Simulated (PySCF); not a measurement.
Mayer bond orders and bond lengths

Compound: C6H9FO2Si.
Atom-mapped SMILES: `[CH3:1][CH2:2][C@@H:3]1[CH:4]=[C:5]([SiH2:6][F:7])[C:8](=[O:9])[O:10]1` (hydrogens: H11, H12, H13 on C1; H14, H15 on C2; H16 on C3; H17 on C4; H18, H19 on Si6)

Structure used (GFN2-xTB), in Å, numbered top down from 1:
```xyz
19
C6H9FO2Si angstrom
C     -2.0045    0.9837   -0.3237
C     -2.1162   -0.4767    0.0960
C     -0.7571   -1.1945    0.0692
C      0.3020   -0.5115    0.8767
C      1.3153   -0.1514    0.0872
Si     2.9225    0.7490    0.4229
F      2.8759    1.0779    2.0044
C      0.9717   -0.6030   -1.2797
O      1.6220   -0.4681   -2.2799
O     -0.2273   -1.2225   -1.2474
H     -1.5634    1.0581   -1.3149
H     -1.3850    1.5423    0.3749
H     -2.9916    1.4379   -0.3517
H     -2.5186   -0.5520    1.1074
H     -2.7867   -1.0047   -0.5833
H     -0.8985   -2.2344    0.3960
H      0.1971   -0.3481    1.9330
H      4.0750   -0.1160    0.2420
H      2.9577    2.0430   -0.2366
```

Bond orders from the PBE0/pcSseg-1 density (PySCF). One conformer (not necessarily the lowest) at the GFN2-xTB geometry, without solvent, vibrations or thermal averaging.

Task: How far do the computed orders between heavy atoms stray from the drawn ones?

Result: The largest departure is 0.251, at C4–C5 (drawn double, 1.749). Drawn single, order below 0.88: C5–Si6 (0.852).

Task: Set the Mayer orders of the bonds between heavy atoms beside their lengths.

Result: 
```csv
bond,drawn as,length (Å),Mayer order
C1–C2,single,1.524,1.046
C2–C3,single,1.537,1.006
C3–C4,single,1.497,1.017
C4–C5,double,1.334,1.749
C5–Si6,single,1.873,0.852
Si6–F7,single,1.616,0.906
C5–C8,single,1.480,0.993
C8–O9,double,1.201,1.972
C8–O10,single,1.350,1.063
O10–C3,single,1.419,0.888
```

Bonds between the same two heavy elements. C–C: lowest C5–C8 (0.993, 1.480 Å), highest C4–C5 (1.749, 1.334 Å); in 3 of the 10 pairs the longer bond (by over 0.003 Å) has the higher order (by 0.02 or more). C–O: lowest O10–C3 (0.888, 1.419 Å), highest C8–O9 (1.972, 1.201 Å).

Task: And the bonds to hydrogen?

Result: C–H: 0.92 to 0.99 (7 bonds); H–Si: 0.92 (2 bonds).

Task: Sum the orders of all bonds at each heavy atom with more than one neighbour and set the sums beside the valence in the SMILES.

Result: C1 3.933 (drawn 4), C2 3.939 (drawn 4), C3 3.830 (drawn 4), C4 3.752 (drawn 4), C5 3.594 (drawn 4), Si6 3.598 (drawn 4), C8 4.028 (drawn 4), O10 1.951 (drawn 2). Orders between atoms that aren't bonded are not in these sums.

Mayer orders depend on the basis set.
